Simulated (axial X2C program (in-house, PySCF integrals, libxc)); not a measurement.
## Outer orbitals of FeN at 1.604 Å, PBE0

All values were computed with an axial X2C code built on PySCF integrals. Spin-free means the one-electron spin-free X2C Hamiltonian; two-component (2c) means X2C with spin–orbit coupling and atomic mean-field two-electron Coulomb and Gaunt terms, so the difference of the two also holds small scalar two-electron terms. Basis: Fe dyall-v2z [7s8p4d2f], N dyall-v2z [6s5p1d] (cores contracted in-house); Gaussian nuclei, density fitting, unrestricted open shells. Masses: Fe 55.935 u, N 14.003 u.

The distance is close to the 2c PBE0 minimum; the highest filled and lowest empty levels are listed.

Spin-free orbitals, state M_S = 5/2, Λ = 0 (beyond evenly filled blocks: σα, π+α, π-α, δ+α, δ-α) (Löwdin shares):

```tsv
symmetry	occupied	ε (eV)	atomic character
σα	yes	-20.30	67% N s, 13% Fe d, 9% Fe p
σβ	yes	-18.87	67% N s, 12% Fe d, 10% Fe p
δ+α	yes	-11.36	100% Fe d
δ-α	yes	-11.36	100% Fe d
π-α	yes	-11.25	83% Fe d, 16% N p
π+α	yes	-11.25	83% Fe d, 16% N p
σα	yes	-10.56	71% Fe d, 17% N p, 7% N s
σβ	yes	-8.18	63% N p, 25% Fe d, 7% N s
π-β	yes	-7.65	62% Fe d, 35% N p, 2% Fe p
π+β	yes	-7.65	62% Fe d, 35% N p, 2% Fe p
σα	yes	-6.85	52% Fe s, 34% N p, 8% Fe p
π-α	yes	-6.54	65% N p, 17% Fe d, 16% Fe p
π+α	yes	-6.54	65% N p, 17% Fe d, 16% Fe p
σβ	no	-2.78	66% Fe s, 20% Fe d, 7% Fe p
σα	no	-2.33	39% N p, 31% Fe p, 20% Fe s
δ-β	no	-2.01	100% Fe d
δ+β	no	-2.01	100% Fe d
```

Spinors with spin–orbit coupling (state Ω = 5/2):

```csv
ω,occupied,ε (eV),atomic character,λ mixture
1/2,yes,-20.30,"67% N s, 13% Fe d, 9% Fe p",100% σ
-1/2,yes,-18.87,"67% N s, 12% Fe d, 10% Fe p",100% σ
-3/2,yes,-11.41,100% Fe d,100% δ
5/2,yes,-11.30,100% Fe d,100% δ
-1/2,yes,-11.27,"83% Fe d, 16% N p",100% π
3/2,yes,-11.23,"83% Fe d, 16% N p",100% π
1/2,yes,-10.56,"71% Fe d, 17% N p, 7% N s",100% σ
-1/2,yes,-8.17,"63% N p, 25% Fe d, 7% N s",100% σ
1/2,yes,-7.67,"62% Fe d, 34% N p, 2% Fe p",100% π
-3/2,yes,-7.63,"62% Fe d, 35% N p, 2% Fe p",100% π
1/2,yes,-6.85,"52% Fe s, 34% N p, 8% Fe p",100% σ
-1/2,yes,-6.56,"65% N p, 17% Fe d, 16% Fe p",100% π
3/2,yes,-6.53,"65% N p, 17% Fe d, 16% Fe p",100% π
-1/2,no,-2.78,"66% Fe s, 20% Fe d, 7% Fe p",100% σ
1/2,no,-2.33,"39% N p, 31% Fe p, 20% Fe s",100% σ
3/2,no,-2.05,100% Fe d,100% δ
-5/2,no,-1.97,100% Fe d,100% δ
```

Mulliken charges and populations of the two-component result (they depend on the basis, above all on diffuse functions):

Fe 0.33 e (s 6.81 p 12.45 d 6.39 f 0.03), N -0.33 e (s 3.84 p 3.46 d 0.02). ⟨Lz⟩ = 0.00 ħ and ⟨Sz⟩ = 2.50 ħ (2.08 and 0.42 on the two atoms), which add up to Ω.

Occupations by symmetry block were frozen at the best pattern of an incomplete PBE0 search. Density functionals use the spin component along the axis (collinear). Other states lie close and PBE0, whose exact exchange favours high spin, may order them wrongly; the determinant shown need not be the ground state. The nearest other spin-free determinant of the search, M_S = 3/2, Λ = 1, lies 0.41 eV up at the distance of the search. With several unpaired electrons one determinant need not be a pure state. This is the top spin component of a Σ state; components of lower Ω are not single determinants and can lie lower. The determinant is spin-polarised beyond a pure state at some levels (its spin-free form has ⟨S²⟩ too high), which makes Re and μ there less reliable.
